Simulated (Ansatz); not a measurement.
Geometry optimisation, RKS BHLYP-D4/def2-SVP (Ansatz).

Input:

```yaml
crystal:
  periodic: [false, false, false]
  atoms:
    - { symbol: Ti, position_ang: [-0.517533, 0.0, -0.47821] }
    - { symbol: Cl, position_ang: [0.146842, 0.0, 3.039055] }
    - { symbol: Cl, position_ang: [1.581083, 0.0, -0.008392] }
    - { symbol: Cl, position_ang: [-0.908817, 1.74182, -1.679101] }
    - { symbol: Cl, position_ang: [-0.908817, -1.74182, -1.679101] }
    - { symbol: F, position_ang: [-1.738461, 0.0, 0.816793] }
    - { symbol: H, position_ang: [-1.165597, 0.0, 2.857356] }
basis:
  gaussian: { orbitals: def2-SVP }
hamiltonian:
  xc: { name: BHLYP }
  dispersion: d4
relax:
  f_tol: 0.03
  max_steps: 50
output:
  orbitals: {}
```

Command:

```bash
$ ansatz run input.yaml --threads 4 --pin off --max-ram 5120MiB --backend cpu --events-out ev --progress --plain --runs-dir out
```

Where does it end, and by what steps?

The forces met the threshold. After 8 steps the energy has fallen by 0.191 eV; Cl2 moved furthest, 0.51 Å.

| step | energy less start (eV) | largest force component (eV/Å) | accepted |
| --- | --- | --- | --- |
| 0 | 0.0000 | 1.370 | yes |
| 1 | -0.1086 | 0.990 | yes |
| 2 | -0.1655 | 0.687 | yes |
| 3 | -0.1820 | 0.347 | yes |
| 4 | -0.1846 | 0.278 | yes |
| 5 | -0.1884 | 0.031 | yes |
| 6 | -0.1893 | 0.203 | yes |
| 7 | -0.1901 | 0.077 | yes |
| 8 | -0.1905 | 0.005 | yes |

```xyz
7
Properties=species:S:1:pos:R:3
Ti -0.560 0.000 -0.619
Cl 0.038 0.000 3.534
Cl 1.492 0.000 0.013
Cl -0.967 1.764 -1.786
Cl -0.967 -1.764 -1.786
F -1.581 0.000 0.773
H -0.965 0.000 2.738
```

Time of the run: 32 s on 4 threads of Arm Neoverse V1, on a shared host, peak memory 0.37 GiB.
